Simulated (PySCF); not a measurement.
All of these have the formula C2H7ClOSi3. Theory: TDDFT B3LYP/def2-SVPD, vertical, gas phase, core orbitals frozen in the response in PySCF. Geometries: GFN2-xTB; one conformer of each isolated species. Triplets are in the Tamm–Dancoff approximation. 'Strongest' means the level of largest summed f among the lowest 8 singlets; it needn't be the same kind of state in each.

Question: Rank by computed HOMO–LUMO gap, lowest first.
A. `[SiH2](Cl)O[SiH2]C#C[SiH3]`
B. `C#C[Si@]([SiH3])(Cl)O[SiH3]`
C. `Cl[SiH2][Si@@H]1C=C[SiH2]O1`
D. `O([SiH3])[SiH2]C#C[SiH2]Cl`

Answer: C (6.33 eV), D (6.65 eV), A (6.86 eV), B (7.08 eV).

```tsv
SMILES	gap (eV)	f (strongest)	T1 (eV)	α (au)	f (S1)	first f ≥ 0.01 (nm)	S1 mainly
Cl[SiH2][Si@@H]1C=C[SiH2]O1	6.33	0.07	4.24	114.7	0.029	226	H→L (70%)
[SiH3]O[SiH2]C#C[SiH2]Cl	6.65	0.11	4.60	117.8	0.001	219	H→L (90%)
[SiH3]C#C[SiH2]O[SiH2]Cl	6.86	0.14	4.64	115.6	0.000	176	H→L (89%)
C#C[Si@]([SiH3])(Cl)O[SiH3]	7.08	0.10	4.94	117.9	0.003	196	H→L (43%)
```

H and L stand for HOMO and LUMO.

- `Cl[SiH2][Si@@H]1C=C[SiH2]O1`: Löwdin shares by element: HOMO silicon 30% or more, chlorine 15%, carbon 11% or more (atoms not listed hold the other 44%); LUMO carbon 50%, silicon 24% or more (atoms not listed hold the other 26%).
- `[SiH3]O[SiH2]C#C[SiH2]Cl`: Löwdin shares by element: HOMO carbon 62%, silicon 14% or more (atoms not listed hold the other 23%); LUMO carbon 47%, silicon 27% or more (atoms not listed hold the other 26%).
- `[SiH3]C#C[SiH2]O[SiH2]Cl`: Löwdin shares by element: HOMO carbon 71%, silicon 13% or more (atoms not listed hold the other 16%); LUMO carbon 46%, silicon 28% or more (atoms not listed hold the other 26%).
- `C#C[Si@]([SiH3])(Cl)O[SiH3]`: Löwdin shares by element: HOMO carbon 41%, silicon 30% or more (atoms not listed hold the other 29%); LUMO carbon 37%, silicon 35% or more (atoms not listed hold the other 28%).
